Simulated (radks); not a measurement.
Results of a calculation; reference values are marked as such.
Question: Au60+, configuration [Ar] 3d1. Level of theory: Dirac Kohn-Sham, relativistic LDA (MacDonald-Vosko exchange, VWN5 correlation), spin-unpolarised, spherical densities, finite nucleus; open shells fill j = l - 1/2 first; Fermi nuclear charge, rms radius 5.4371 fm (a radial shooting solver on a logarithmic mesh with Libxc functionals). Some entries of the table are withheld. Estimate them.

| orbital | occ. | eigenvalue (eV) | <1/r> (bohr^-1) | r(max) (bohr) |
|---|---|---|---|---|
| 1s1/2 | 2 | -84551.17 | 95.21 | 0.01047 |
| 2s1/2 | 2 | (1) | 23.60 | 0.06045 |
| 2p1/2 | 2 | -18008.24 | (2) | 0.04449 |
| 2p3/2 | 4 | -16171.59 | (3) | 0.05174 |
| 3s1/2 | 2 | -7190.741 | (4) | 0.1641 |
| 3p1/2 | 2 | -6987.680 | 9.213 | (5) |
| 3p3/2 | 4 | -6514.122 | 8.055 | (6) |
| 3d3/2 | 1 | -6229.154 | 7.928 | 0.1264 |
| 3d5/2 | 0 | -6120.043 | 7.663 | 0.1300 |

Answer: 
(1) 2s1/2 eigenvalue (eV): -18533.77
(2) 2p1/2 <1/r> (bohr^-1): 23.52
(3) 2p3/2 <1/r> (bohr^-1): 19.23
(4) 3s1/2 <1/r> (bohr^-1): 9.292
(5) 3p1/2 r(max) (bohr): 0.1523
(6) 3p3/2 r(max) (bohr): 0.1654
